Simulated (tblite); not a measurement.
Compound: C₇H₁₃BOSi.
Numbering: `[CH3:1][O:2][C:3]1=[CH:4][C:5]([CH3:6])=[C:7]([CH3:8])[SiH2:9][BH:10]1` (hydrogens: H11, H12, H13 on C1; H14 on C4; H15, H16, H17 on C6; H18, H19, H20 on C8; H21, H22 on Si9; H23 on B10)

Computed with GFN2-xTB (tblite), gas phase: L-BFGS steps from a force-field or distance-geometry start until the largest atomic force falls under 0.01 eV/Å.

Step 61: E = -777.6289 eV
```
atom  x, y, z in Å  |  force x, y, z in eV/Å
C1      3.6385    0.4114    0.0000   -0.008   0.014  -0.021
O2      2.8671   -0.4981   -0.7463    0.022  -0.030  -0.020
C3      1.4917   -0.5882   -0.5693    0.021  -0.001   0.025
C4      0.7550    0.5154   -0.2523    0.004   0.023   0.014
C5     -0.6511    0.6573    0.0257   -0.019  -0.034  -0.024
C6     -1.1051    2.0716    0.2909   -0.017  -0.027   0.003
C7     -1.5310   -0.3690    0.0974   -0.019  -0.052   0.016
C8     -2.9493   -0.1392    0.5215    0.013   0.009  -0.014
Si9    -0.9817   -2.1339   -0.3172   -0.012   0.028   0.019
B10     0.8876   -1.9763   -0.8091    0.049  -0.055   0.019
H11     4.6042    0.4821   -0.5003   -0.009  -0.068  -0.006
H12     3.7878    0.0338    1.0187   -0.017   0.012   0.014
H13     3.2117    1.4137    0.0618    0.002   0.039  -0.053
H14     1.2874    1.4569   -0.1789    0.013   0.037   0.032
H15    -1.4357    2.1774    1.3241   -0.022   0.020   0.016
H16    -1.9446    2.3271   -0.3540   -0.043  -0.011   0.014
H17    -0.3113    2.7924    0.1094    0.000  -0.004   0.022
H18    -3.4827    0.4893   -0.1929    0.031   0.020  -0.023
H19    -2.9893    0.3644    1.4889   -0.004  -0.006  -0.019
H20    -3.4771   -1.0865    0.5998    0.007   0.037   0.006
H21    -1.9594   -2.6245   -1.3115    0.011   0.036  -0.010
H22    -1.2965   -2.9125    0.9013   -0.007  -0.012   0.010
H23     1.5791   -2.8376   -1.1974    0.005   0.024  -0.022
```

Step 62: E = -777.6299 eV
```
atom  x, y, z in Å  |  force x, y, z in eV/Å
C1      3.6388    0.4133   -0.0006   -0.003   0.018  -0.025
O2      2.8696   -0.5024   -0.7400   -0.013  -0.051  -0.026
C3      1.4938   -0.5907   -0.5659   -0.005   0.014   0.017
C4      0.7569    0.5134   -0.2491   -0.014   0.027   0.026
C5     -0.6511    0.6565    0.0260   -0.005  -0.021  -0.019
C6     -1.1042    2.0720    0.2904   -0.011  -0.035   0.003
C7     -1.5327   -0.3686    0.0974    0.003  -0.057   0.003
C8     -2.9513   -0.1399    0.5220    0.033   0.011  -0.019
Si9    -0.9838   -2.1330   -0.3196    0.020   0.021   0.034
B10     0.8871   -1.9777   -0.8122    0.041  -0.031   0.031
H11     4.6045    0.4778   -0.5009    0.005  -0.056  -0.001
H12     3.7858    0.0457    1.0215   -0.010   0.002   0.032
H13     3.2113    1.4154    0.0517    0.007   0.053  -0.060
H14     1.2885    1.4560   -0.1708    0.003   0.004   0.025
H15    -1.4368    2.1795    1.3229   -0.020   0.013   0.009
H16    -1.9420    2.3283   -0.3566   -0.042  -0.015   0.017
H17    -0.3097    2.7927    0.1102    0.000  -0.011   0.021
H18    -3.4844    0.4907   -0.1910    0.028   0.014  -0.019
H19    -2.9886    0.3619    1.4904   -0.016  -0.010  -0.017
H20    -3.4778   -1.0886    0.5985    0.007   0.055   0.007
H21    -1.9624   -2.6245   -1.3111    0.002   0.033  -0.019
H22    -1.2947   -2.9124    0.9004   -0.006  -0.006   0.000
H23     1.5783   -2.8383   -1.2032   -0.001   0.026  -0.020
```

Step 63: E = -777.6316 eV
```
atom  x, y, z in Å  |  force x, y, z in eV/Å
C1      3.6392    0.4166   -0.0026    0.004   0.011  -0.022
O2      2.8732   -0.5107   -0.7293   -0.063  -0.058  -0.020
C3      1.4969   -0.5947   -0.5601   -0.050   0.030   0.006
C4      0.7598    0.5103   -0.2423   -0.033   0.017   0.040
C5     -0.6510    0.6550    0.0278    0.016   0.007  -0.004
C6     -1.1023    2.0731    0.2903   -0.009  -0.036   0.002
C7     -1.5355   -0.3681    0.0979    0.045  -0.040  -0.016
C8     -2.9548   -0.1419    0.5218    0.057   0.017  -0.022
Si9    -0.9865   -2.1306   -0.3226    0.072  -0.015   0.041
B10     0.8872   -1.9806   -0.8164    0.011   0.020   0.051
H11     4.6054    0.4670   -0.5026    0.027  -0.030   0.012
H12     3.7810    0.0675    1.0265   -0.005  -0.001   0.034
H13     3.2120    1.4195    0.0307    0.020   0.056  -0.075
H14     1.2908    1.4541   -0.1550   -0.014  -0.044   0.014
H15    -1.4387    2.1861    1.3217   -0.016  -0.011  -0.008
H16    -1.9373    2.3298   -0.3607   -0.036  -0.019   0.023
H17    -0.3068    2.7943    0.1121   -0.006  -0.035   0.017
H18    -3.4880    0.4917   -0.1882    0.027   0.008  -0.015
H19    -2.9893    0.3559    1.4921   -0.030  -0.005  -0.010
H20    -3.4789   -1.0923    0.5953    0.002   0.069   0.006
H21    -1.9659   -2.6231   -1.3119   -0.006   0.031  -0.025
H22    -1.2920   -2.9122    0.8988   -0.007   0.001  -0.014
H23     1.5768   -2.8396   -1.2131   -0.006   0.026  -0.016
```

Step 64: E = -777.6333 eV
```
atom  x, y, z in Å  |  force x, y, z in eV/Å
C1      3.6399    0.4192   -0.0058    0.006  -0.001  -0.016
O2      2.8753   -0.5188   -0.7197   -0.090  -0.046  -0.009
C3      1.4989   -0.5977   -0.5545   -0.081   0.033  -0.002
C4      0.7619    0.5077   -0.2344   -0.041   0.004   0.044
C5     -0.6510    0.6539    0.0307    0.027   0.030   0.011
C6     -1.1010    2.0740    0.2910   -0.012  -0.028   0.001
C7     -1.5375   -0.3680    0.0987    0.076  -0.015  -0.029
C8     -2.9575   -0.1438    0.5209    0.069   0.022  -0.020
Si9    -0.9877   -2.1282   -0.3243    0.100  -0.054   0.032
B10     0.8876   -1.9827   -0.8193   -0.020   0.058   0.068
H11     4.6072    0.4535   -0.5048    0.036  -0.006   0.032
H12     3.7752    0.0887    1.0309   -0.002   0.002   0.018
H13     3.2146    1.4238    0.0080    0.039   0.047  -0.090
H14     1.2926    1.4516   -0.1393   -0.020  -0.069   0.009
H15    -1.4409    2.1929    1.3212   -0.011  -0.035  -0.021
H16    -1.9341    2.3303   -0.3634   -0.029  -0.023   0.029
H17    -0.3053    2.7962    0.1144   -0.010  -0.060   0.011
H18    -3.4914    0.4919   -0.1868    0.030   0.005  -0.015
H19    -2.9909    0.3503    1.4927   -0.041   0.003   0.000
H20    -3.4798   -1.0954    0.5917   -0.004   0.073   0.004
H21    -1.9673   -2.6199   -1.3141   -0.006   0.030  -0.021
H22    -1.2895   -2.9122    0.8971   -0.009   0.004  -0.021
H23     1.5758   -2.8404   -1.2206   -0.006   0.026  -0.014
```

Problem. Estimate the geometry and energy of step 65. (The exact step hangs on the optimiser's Hessian estimate; all steps are aligned on step 64, rigid shifts and turns removed.)

Solution. E = -777.6372 eV, largest force 0.169 eV/Å
```
atom  x, y, z in Å  |  force x, y, z in eV/Å
C1      3.6422    0.4236   -0.0141    0.003  -0.021   0.004
O2      2.8775   -0.5348   -0.7009   -0.114   0.000   0.023
C3      1.5013   -0.6027   -0.5425   -0.125   0.031  -0.019
C4      0.7653    0.5029   -0.2158   -0.041  -0.017   0.039
C5     -0.6511    0.6521    0.0381    0.035   0.063   0.037
C6     -1.1003    2.0751    0.2938   -0.019  -0.006   0.000
C7     -1.5402   -0.3684    0.1006    0.117   0.034  -0.046
C8     -2.9618   -0.1471    0.5175    0.080   0.031  -0.011
Si9    -0.9877   -2.1242   -0.3262    0.117  -0.122  -0.002
B10     0.8889   -1.9858   -0.8233   -0.076   0.112   0.097
H11     4.6126    0.4209   -0.5097    0.026   0.046   0.086
H12     3.7614    0.1327    1.0385    0.007   0.016  -0.049
H13     3.2233    1.4324   -0.0427    0.084   0.000  -0.118
H14     1.2953    1.4461   -0.1065   -0.017  -0.095   0.005
H15    -1.4465    2.2058    1.3213   -0.001  -0.084  -0.039
H16    -1.9304    2.3296   -0.3662   -0.013  -0.030   0.035
H17    -0.3047    2.7996    0.1193   -0.016  -0.100  -0.003
H18    -3.4964    0.4925   -0.1862    0.040  -0.001  -0.016
H19    -2.9942    0.3406    1.4919   -0.057   0.017   0.018
H20    -3.4818   -1.1000    0.5836   -0.014   0.070   0.000
H21    -1.9675   -2.6101   -1.3204    0.002   0.028  -0.003
H22    -1.2846   -2.9131    0.8934   -0.017   0.004  -0.026
H23     1.5745   -2.8407   -1.2333   -0.001   0.025  -0.013
```

The energy changes by -0.0039 eV. The first-order estimate −F·Δx gives -0.0054 eV and the mean of the old and new forces, exact on a quadratic surface, -0.0038 eV. The step makes an angle of 80° with the force vector and moves no atom by more than 0.052 Å.

What follows is the cost of the whole relaxation. The run took 1.4 s of wall time on one thread, Arm Neoverse V2 (aarch64), shared host.
